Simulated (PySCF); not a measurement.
Start geometry of 4-vinylphenol, `c1(ccc(cc1)C=C)O` from GFN2-xTB (Å):
```
atom  x, y, z in Å
C1     2.9795   -0.7966   -0.0045
C2     2.0458   -0.0149   -0.5347
C3     0.6485    0.0783   -0.1335
C4    -0.1899    0.9760   -0.8002
C5    -1.5195    1.1073   -0.4635
C6    -2.0551    0.3335    0.5617
O7    -3.3709    0.4882    0.8697
C8    -1.2354   -0.5654    1.2354
C9     0.0953   -0.6892    0.8915
H10    3.9896   -0.7918   -0.3768
H11    2.7844   -1.4692    0.8131
H12    2.3188    0.6382   -1.3553
H13    0.2139    1.5836   -1.5975
H14   -2.1639    1.8013   -0.9794
H15   -3.6105   -0.1036    1.5930
H16   -1.6465   -1.1688    2.0349
H17    0.7090   -1.3948    1.4294
```

Task: What comes out of this run: PBE0-D3(BJ)/def2-SVP geometry optimisation, gas phase in PySCF 2.14.0?

Result: 
```
atom  x, y, z in Å
C1     3.047   -0.723    0.147
C2     2.102    0.065   -0.380
C3     0.694    0.165    0.018
C4    -0.151    1.065   -0.650
C5    -1.491    1.201   -0.314
C6    -2.032    0.427    0.716
O7    -3.338    0.587    1.013
C8    -1.208   -0.478    1.396
C9     0.131   -0.603    1.049
H10    4.069   -0.708   -0.238
H11    2.846   -1.408    0.976
H12    2.386    0.725   -1.208
H13    0.259    1.677   -1.458
H14   -2.141    1.904   -0.839
H15   -3.574   -0.004    1.736
H16   -1.623   -1.089    2.204
H17    0.750   -1.317    1.596
```

The energy falls by 1.1 kcal/mol over 5 energy and gradient evaluations, the largest force component goes from 0.0150 to 1.9e-04 Eh/bohr, and the atoms move by 0.021 Å rms after alignment. Among the bonds, C1–H10 and C1–H11 change most and about equally (+0.016 to +0.017 Å). Bonds longer at the end by more than 0.005 Å: 15 of 17; shorter: 1. Rotational constants go from 5097, 1002, 837.1 to 5054, 988.9, 827.1 MHz. The orientation of the end geometry is arbitrary; only internal coordinates are fixed.

The run used 166 basis functions and 35 SCF cycles in all.

Stationary, but not proved a minimum. The numbers are those of one conformer.
